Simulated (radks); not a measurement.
Species: Co I. Configuration: [Ar] 3d7 4p2 (not the ground configuration). Method: Dirac Kohn-Sham, PBE, spin-unpolarised, spherical densities, point nucleus; open shells are shared between the two j in proportion to 2j + 1; computed with a radial shooting solver on a logarithmic mesh with Libxc functionals.

Spin-orbit splittings of the eigenvalues, e(l+1/2) - e(l-1/2), with zeta = 2 splitting/(2l+1) and mean radii in bohr:

shell  occ.  splitting (eV)  zeta (eV)  <r> j=l-1/2  <r> j=l+1/2
2p        6           14.82      9.883       0.2228       0.2259
3p        6           1.850      1.233       0.8097       0.8194
3d        7               ?          ?        1.044        1.050
4p        2         0.06720    0.04480        3.796        3.843

Estimate the 3d splitting.

Answer. 0.1950 eV (zeta = 0.07801 eV).
